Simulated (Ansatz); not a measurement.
Ansatz (a first-principles code) job for C3H11FSi2, SMILES CC(C)[SiH2][SiH2]F, PBE-D3(BJ)/def2-SVP. 

Ansatz 0.2 input:
```yaml
crystal:
  periodic: [false, false, false]
  atoms:
    - {symbol: C, position_ang: [-1.98155353, 0.86738519, -0.47966375]}
    - {symbol: C, position_ang: [-1.36334800, -0.50286713, -0.79420396]}
    - {symbol: C, position_ang: [-1.58852194, -1.50215391, 0.35133079]}
    - {symbol: Si, position_ang: [0.49235463, -0.34777032, -1.20110875]}
    - {symbol: Si, position_ang: [1.57369085, 0.74609608, 0.58188923]}
    - {symbol: F, position_ang: [0.85064462, 0.25914265, 1.97672045]}
    - {symbol: H, position_ang: [-3.07024978, 0.78070946, -0.32307259]}
    - {symbol: H, position_ang: [-1.55609157, 1.29149071, 0.44573151]}
    - {symbol: H, position_ang: [-1.81869703, 1.59625757, -1.29002789]}
    - {symbol: H, position_ang: [-1.83878889, -0.89981826, -1.71040796]}
    - {symbol: H, position_ang: [-1.08069810, -1.16880108, 1.27034154]}
    - {symbol: H, position_ang: [-1.20776218, -2.50544371, 0.10221248]}
    - {symbol: H, position_ang: [-2.66361299, -1.60059684, 0.57973789]}
    - {symbol: H, position_ang: [1.09965957, -1.69645565, -1.41548140]}
    - {symbol: H, position_ang: [0.70905351, 0.46517390, -2.43870617]}
    - {symbol: H, position_ang: [1.42077999, 2.22835718, 0.50312662]}
    - {symbol: H, position_ang: [3.02651029, 0.42609722, 0.69035690]}
basis:
  gaussian:
    orbitals: def2-SVP
hamiltonian:
  xc: pbe
  dispersion: d3bj
relax: {f_tol: 0.002, max_steps: 200}
```

Program output:

```
WARN ansatz: RAYON_NUM_THREADS=2 ignored (pool sized by the plan → 2); use --threads N
Functional definition: PBE
integrals: 0.10 GiB planned
1652 factors; their error is unknown
mean field: 0.55 GiB planned
mean field evaluation 1: about -21726.4013 eV, gradient 7.1e1 eV
mean field evaluation 2: about -21697.3019 eV, gradient 1.3e2 eV
mean field evaluation 4: about -21738.8369 eV, gradient 9.8e0 eV
mean field evaluation 8: about -21739.0341 eV, gradient 1.8e-1 eV
mean field evaluation 16: about -21738.9236 eV, gradient 9.5e-4 eV
mean field -21738.92356059 eV, -798.8907056802 hartree, gradient 3.3e-5 eV, S^2 0.000000; 0 other end points of the search recorded, 0 dependent functions left out
the calculation of the forces begins
reference -21738.92360192 eV, -798.8907071990 hartree; 33, 33 occupied and 114, 114 virtual orbitals, 1652 factors
relax step   1: F+E_penalty+E_count = -21739.35316732 eV  Δ(F+E_penalty+E_count) = +0.000e0 eV  max|allowed force component| = 3.222e-1 eV/Å  Δτ_max = 0.0000 Å  (30 SCF iters, accepted)
these checks for a lower state are left out or cut short: starts, cluster_reference, orbital_swaps, neighbouring_geometries, increment
integrals: 0.10 GiB planned
1652 factors; their error is unknown
mean field: 0.55 GiB planned
mean field -21738.93946147 eV, -798.8912900267 hartree, gradient 1.7e-5 eV, S^2 0.000000; 0 other end points of the search recorded, 0 dependent functions left out
the calculation of the forces begins
reference -21738.93950292 eV, -798.8912915498 hartree; 33, 33 occupied and 114, 114 virtual orbitals, 1652 factors
[...]
mean field -21738.94220918 eV, -798.8913910032 hartree, gradient 8.9e-6 eV, S^2 0.000000; 0 other end points of the search recorded, 0 dependent functions left out
the calculation of the forces begins
reference -21738.94225068 eV, -798.8913925282 hartree; 33, 33 occupied and 114, 114 virtual orbitals, 1652 factors
relax step   8: F+E_penalty+E_count = -21739.36979326 eV  Δ(F+E_penalty+E_count) = -1.850e-5 eV  max|allowed force component| = 1.159e-2 eV/Å  Δτ_max = 0.0089 Å  (24 SCF iters, accepted)
these checks for a lower state are left out or cut short: starts, cluster_reference, orbital_swaps, neighbouring_geometries, increment
integrals: 0.10 GiB planned
1652 factors; their error is unknown
mean field: 0.55 GiB planned
mean field -21738.94259138 eV, -798.8914050488 hartree, gradient 1.7e-5 eV, S^2 0.000000; 0 other end points of the search recorded, 0 dependent functions left out
the calculation of the forces begins
reference -21738.94263289 eV, -798.8914065741 hartree; 33, 33 occupied and 114, 114 virtual orbitals, 1652 factors
relax step   9: F+E_penalty+E_count = -21739.36985106 eV  Δ(F+E_penalty+E_count) = -5.780e-5 eV  max|allowed force component| = 2.246e-2 eV/Å  Δτ_max = 0.0528 Å  (30 SCF iters, accepted)
these checks for a lower state are left out or cut short: starts, cluster_reference, orbital_swaps, neighbouring_geometries, increment
integrals: 0.10 GiB planned
1652 factors; their error is unknown
mean field: 0.55 GiB planned
mean field -21738.94272659 eV, -798.8914100175 hartree, gradient 1.7e-5 eV, S^2 0.000000; 0 other end points of the search recorded, 0 dependent functions left out
the calculation of the forces begins
reference -21738.94276810 eV, -798.8914115430 hartree; 33, 33 occupied and 114, 114 virtual orbitals, 1652 factors
relax step  10: F+E_penalty+E_count = -21739.36986731 eV  Δ(F+E_penalty+E_count) = -1.625e-5 eV  max|allowed force component| = 2.095e-2 eV/Å  Δτ_max = 0.0118 Å  (31 SCF iters, accepted)
these checks for a lower state are left out or cut short: starts, cluster_reference, orbital_swaps, neighbouring_geometries, increment
integrals: 0.10 GiB planned
1652 factors; their error is unknown
mean field: 0.55 GiB planned
mean field -21738.94294718 eV, -798.8914181239 hartree, gradient 1.9e-5 eV, S^2 0.000000; 0 other end points of the search recorded, 0 dependent functions left out
the calculation of the forces begins
reference -21738.94298869 eV, -798.8914196496 hartree; 33, 33 occupied and 114, 114 virtual orbitals, 1652 factors
relax step  11: F+E_penalty+E_count = -21739.36990008 eV  Δ(F+E_penalty+E_count) = -3.276e-5 eV  max|allowed force component| = 1.973e-2 eV/Å  Δτ_max = 0.0183 Å  (30 SCF iters, accepted)
these checks for a lower state are left out or cut short: starts, cluster_reference, orbital_swaps, neighbouring_geometries, increment
integrals: 0.10 GiB planned
1652 factors; their error is unknown
mean field: 0.55 GiB planned
mean field -21738.94326486 eV, -798.8914297985 hartree, gradient 1.7e-5 eV, S^2 0.000000; 0 other end points of the search recorded, 0 dependent functions left out
the calculation of the forces begins
reference -21738.94330638 eV, -798.8914313243 hartree; 33, 33 occupied and 114, 114 virtual orbitals, 1652 factors
relax step  12: F+E_penalty+E_count = -21739.36993091 eV  Δ(F+E_penalty+E_count) = -3.083e-5 eV  max|allowed force component| = 1.711e-2 eV/Å  Δτ_max = 0.0375 Å  (30 SCF iters, accepted)
these checks for a lower state are left out or cut short: starts, cluster_reference, orbital_swaps, neighbouring_geometries, increment
integrals: 0.10 GiB planned
1652 factors; their error is unknown
mean field: 0.55 GiB planned
mean field evaluation 96: about -21739.0570 eV, gradient 2.7e-3 eV
mean field -21738.94344725 eV, -798.8914365012 hartree, gradient 1.7e-5 eV, S^2 0.000000; 0 other end points of the search recorded, 0 dependent functions left out
the calculation of the forces begins
reference -21738.94348877 eV, -798.8914380273 hartree; 33, 33 occupied and 114, 114 virtual orbitals, 1652 factors
relax step  13: F+E_penalty+E_count = -21739.36995020 eV  Δ(F+E_penalty+E_count) = -1.929e-5 eV  max|allowed force component| = 1.536e-2 eV/Å  Δτ_max = 0.0232 Å  (31 SCF iters, accepted)
these checks for a lower state are left out or cut short: starts, cluster_reference, orbital_swaps, neighbouring_geometries, increment
integrals: 0.10 GiB planned
1652 factors; their error is unknown
mean field: 0.55 GiB planned
mean field -21738.94345727 eV, -798.8914368696 hartree, gradient 1.8e-5 eV, S^2 0.000000; 0 other end points of the search recorded, 0 dependent functions left out
the calculation of the forces begins
reference -21738.94349880 eV, -798.8914383958 hartree; 33, 33 occupied and 114, 114 virtual orbitals, 1652 factors
relax step  14: F+E_penalty+E_count = -21739.36996488 eV  Δ(F+E_penalty+E_count) = -1.468e-5 eV  max|allowed force component| = 1.478e-2 eV/Å  Δτ_max = 0.0055 Å  (23 SCF iters, accepted)
these checks for a lower state are left out or cut short: starts, cluster_reference, orbital_swaps, neighbouring_geometries, increment
integrals: 0.10 GiB planned
1652 factors; their error is unknown
mean field: 0.55 GiB planned
mean field -21738.94346730 eV, -798.8914372380 hartree, gradient 2.2e-5 eV, S^2 0.000000; 0 other end points of the search recorded, 0 dependent functions left out
the calculation of the forces begins
reference -21738.94350883 eV, -798.8914387643 hartree; 33, 33 occupied and 114, 114 virtual orbitals, 1652 factors
relax step  15: F+E_penalty+E_count = -21739.36997356 eV  Δ(F+E_penalty+E_count) = -8.683e-6 eV  max|allowed force component| = 1.039e-2 eV/Å  Δτ_max = 0.0063 Å  (23 SCF iters, accepted)
these checks for a lower state are left out or cut short: starts, cluster_reference, orbital_swaps, neighbouring_geometries, increment
integrals: 0.10 GiB planned
1652 factors; their error is unknown
mean field: 0.55 GiB planned
mean field -21738.94353613 eV, -798.8914397676 hartree, gradient 8.9e-6 eV, S^2 0.000000; 0 other end points of the search recorded, 0 dependent functions left out
the calculation of the forces begins
reference -21738.94357767 eV, -798.8914412941 hartree; 33, 33 occupied and 114, 114 virtual orbitals, 1652 factors
relax step  16: F+E_penalty+E_count = -21739.36997981 eV  Δ(F+E_penalty+E_count) = -6.249e-6 eV  max|allowed force component| = 6.552e-3 eV/Å  Δτ_max = 0.0091 Å  (24 SCF iters, accepted)
these checks for a lower state are left out or cut short: starts, cluster_reference, orbital_swaps, neighbouring_geometries, increment
integrals: 0.10 GiB planned
1652 factors; their error is unknown
mean field: 0.55 GiB planned
mean field -21738.94362377 eV, -798.8914429882 hartree, gradient 1.3e-5 eV, S^2 0.000000; 0 other end points of the search recorded, 0 dependent functions left out
the calculation of the forces begins
reference -21738.94366531 eV, -798.8914445150 hartree; 33, 33 occupied and 114, 114 virtual orbitals, 1652 factors
relax step  17: F+E_penalty+E_count = -21739.36998253 eV  Δ(F+E_penalty+E_count) = -2.722e-6 eV  max|allowed force component| = 3.274e-3 eV/Å  Δτ_max = 0.0099 Å  (23 SCF iters, accepted)
these checks for a lower state are left out or cut short: starts, cluster_reference, orbital_swaps, neighbouring_geometries, increment
integrals: 0.10 GiB planned
1652 factors; their error is unknown
mean field: 0.55 GiB planned
mean field evaluation 128: about -21738.9437 eV, gradient 1.7e-4 eV
mean field -21738.94365747 eV, -798.8914442268 hartree, gradient 1.6e-5 eV, S^2 0.000000; 0 other end points of the search recorded, 0 dependent functions left out
the calculation of the forces begins
reference -21738.94369902 eV, -798.8914457537 hartree; 33, 33 occupied and 114, 114 virtual orbitals, 1652 factors
relax step  18: F+E_penalty+E_count = -21739.36998371 eV  Δ(F+E_penalty+E_count) = -1.182e-6 eV  max|allowed force component| = 2.540e-3 eV/Å  Δτ_max = 0.0054 Å  (23 SCF iters, accepted)
these checks for a lower state are left out or cut short: starts, cluster_reference, orbital_swaps, neighbouring_geometries, increment
integrals: 0.10 GiB planned
1652 factors; their error is unknown
mean field: 0.55 GiB planned
mean field -21738.94365058 eV, -798.8914439735 hartree, gradient 1.5e-5 eV, S^2 0.000000; 0 other end points of the search recorded, 0 dependent functions left out
the calculation of the forces begins
reference -21738.94369212 eV, -798.8914455003 hartree; 33, 33 occupied and 114, 114 virtual orbitals, 1652 factors
relax step  19: F+E_penalty+E_count = -21739.36998454 eV  Δ(F+E_penalty+E_count) = -8.263e-7 eV  max|allowed force component| = 1.099e-3 eV/Å  Δτ_max = 0.0010 Å  (22 SCF iters, accepted)
integrals: 0.10 GiB planned
1652 factors; their error is unknown
mean field: 0.55 GiB planned
mean field -21738.94365058 eV, -798.8914439735 hartree, gradient 1.5e-5 eV, S^2 0.000000; 1 other end points of the search recorded, 0 dependent functions left out
the calculation of the forces begins
reference -21738.94369212 eV, -798.8914455003 hartree; 33, 33 occupied and 114, 114 virtual orbitals, 1652 factors
Total energy: -21739.37002609 eV, -798.9071129845 hartree
Atom 0 at    -2.000791     0.875591    -0.528238 Å, force    -0.000895    -0.000534     0.000199 eV/Å
Atom 1 at    -1.374610    -0.501550    -0.796064 Å, force     0.001099     0.000558     0.000114 eV/Å
Atom 2 at    -1.599886    -1.475758     0.372106 Å, force    -0.000794    -0.000175    -0.000141 eV/Å
Atom 3 at     0.492654    -0.348370    -1.187575 Å, force    -0.001012    -0.000095    -0.000138 eV/Å
Atom 4 at     1.589487     0.717499     0.605955 Å, force    -0.000037    -0.000594    -0.000140 eV/Å
Atom 5 at     1.009254     0.079605     2.019675 Å, force    -0.000240    -0.000189     0.000323 eV/Å
Atom 6 at    -3.096627     0.787638    -0.366921 Å, force     0.000355     0.000003    -0.000236 eV/Å
Atom 7 at    -1.576452     1.340701     0.387330 Å, force     0.000343     0.000266     0.000499 eV/Å
Atom 8 at    -1.841791     1.582954    -1.367848 Å, force     0.000152     0.000539    -0.000395 eV/Å
Atom 9 at    -1.835049    -0.928380    -1.716305 Å, force    -0.000026    -0.000234    -0.000292 eV/Å
Atom 10 at    -1.089205    -1.122215     1.291646 Å, force     0.000314     0.000157     0.000402 eV/Å
Atom 11 at    -1.214466    -2.490831     0.146290 Å, force     0.000169    -0.000407    -0.000087 eV/Å
Atom 12 at    -2.682393    -1.572243     0.603621 Å, force     0.000290     0.000080     0.000018 eV/Å
Atom 13 at     1.101643    -1.708893    -1.416054 Å, force     0.000107    -0.000057     0.000277 eV/Å
Atom 14 at     0.727855     0.485304    -2.424685 Å, force     0.000120     0.000085    -0.000116 eV/Å
Atom 15 at     1.312091     2.197949     0.635116 Å, force    -0.000165     0.000461    -0.000083 eV/Å
Atom 16 at     3.081655     0.517802     0.590724 Å, force     0.000220     0.000138    -0.000204 eV/Å
Dipole moment:    -0.140280     0.037318    -0.242626 e Å
```

The calculation finished and met its thresholds.

Cost: around 90 core-seconds (rough).
